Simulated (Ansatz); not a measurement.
Total energies of Al₁₀As₁₀H₃₀, a nanocrystal cut from zinc blende AlAs (hydrogen-capped) from Ansatz at PBE0-D4/def2-SVP, gas phase (1 Eh = 27.2114 eV = 2625.5 kJ/mol). The reference geometry is relaxed at r2SCAN-D4/def2-SVP.

Cartesian coordinates in Å:
```
Al -2.5370 1.8702 0.1043
Al -3.7726 -2.5340 -0.6726
Al -0.1257 1.1271 -2.9410
Al -0.6255 -3.0103 -3.0102
Al -2.5903 -0.7156 3.3813
Al 1.3131 2.8402 0.3411
Al 0.9067 0.7210 4.4423
Al 0.2493 -1.1028 0.4688
Al 3.6310 -1.5197 -2.3535
Al 4.1194 -0.1156 1.2854
As -4.1166 -0.0094 -0.4443
As -2.7408 1.6894 2.5810
As -0.2584 1.1223 -0.4771
As -1.2679 -2.7053 -0.6219
As -1.5441 -0.7607 -3.7437
As 2.0798 0.0998 -3.5849
As -0.1570 -0.9441 2.8919
As 1.4065 2.6577 2.8484
As 3.6146 1.9754 -0.0675
As 2.6082 -1.5718 -0.0583
H -2.9871 3.2459 -0.5475
H -4.4981 -3.2680 0.5313
H -4.1776 -2.7747 -2.2006
H -0.3690 2.5358 -3.6306
H -1.3667 -4.2282 -3.7070
H 0.9233 -2.6902 -3.2540
H -3.4989 -1.3722 2.2387
H -2.9238 -0.8556 4.9282
H 1.0181 4.3200 -0.1520
H -0.3037 1.3236 5.2955
H 2.2581 0.2278 5.1097
H 3.6328 -2.9197 -3.1012
H 4.9516 -0.6301 -2.1962
H 3.4438 0.3462 2.6602
H 5.6452 -0.5446 1.1816
H -5.2776 0.2233 0.4932
H -4.8105 0.4688 -1.7020
H -4.0700 2.3221 2.9190
H -1.8491 2.6809 3.2858
H -0.9472 -4.0266 0.0395
H -3.0054 -0.5201 -3.4617
H -1.5892 -0.6138 -5.2458
H 1.8213 -0.4586 -4.9639
H 2.9052 1.2885 -4.0289
H 0.2183 -2.3087 3.4250
H 0.6104 3.8576 3.3171
H 2.7700 3.2076 3.1950
H 4.5354 3.1225 0.2768
H 3.9143 1.8975 -1.5442
H 2.8332 -2.9707 0.4697
```

```
                 state   geometry   energy (Eh)
      charge 0 singlet  reference  -24794.29421
      charge 1 doublet  reference  -24793.98798
     charge -1 doublet  reference  -24794.32445
free Al atom (doublet)          –    -242.16443
free As atom (quartet)          –   -2235.26429
 free H atom (doublet)          –      -0.50029
```

Single mean-field runs in def2-SVP are fitted with def2-universal-jkfit.

Question: Work out the vertical ionisation energy to the doublet.

Answer: E(charge 1 doublet) − E(charge 0 singlet) = -24793.98798 − (-24794.29421) = 0.30623 Eh = 8.33 eV. For comparison, −ε of the highest occupied level is 7.26 eV at this level, 1.07 eV less.

Question: Work out the vertical electron affinity, to the doublet.

Answer: E(charge 0 singlet) − E(charge -1 doublet) = -24794.29421 − (-24794.32445) = 0.03024 Eh = 0.82 eV. The basis lacks diffuse functions, which makes affinities too small.

Question: Give the fundamental gap IE − EA, the Mulliken electronegativity (IE + EA)/2 and the hardness (IE − EA)/2.

Answer: From the values in Eh: IE − EA = 0.30623 − 0.03024 = 0.27599 Eh = 7.51 eV; (IE + EA)/2 = 4.58 eV; (IE − EA)/2 = 3.76 eV. The HOMO–LUMO gap of the same run is 5.57 eV, 1.94 eV smaller than the fundamental gap.

Question: What is the binding energy per atom against free atoms?

Answer: Atoms: 10 × (-242.16443) + 10 × (-2235.26429) + 30 × (-0.50029) = -24789.29590 Eh. Binding: -24789.29590 − (-24794.29421) = 4.99831 Eh = 136.01 eV, or 2.72 eV for each of 50 atoms (no zero-point energy, no counterpoise term).

At PBE0-D4/def2-SVP the highest occupied level of the charge -1 doublet lies above zero (up to 0.18 eV). By energy differences its removal costs 0.82 eV (vertical, to the charge 0 singlet, at PBE0-D4/def2-SVP); self-interaction error and the lack of diffuse functions both raise the level.
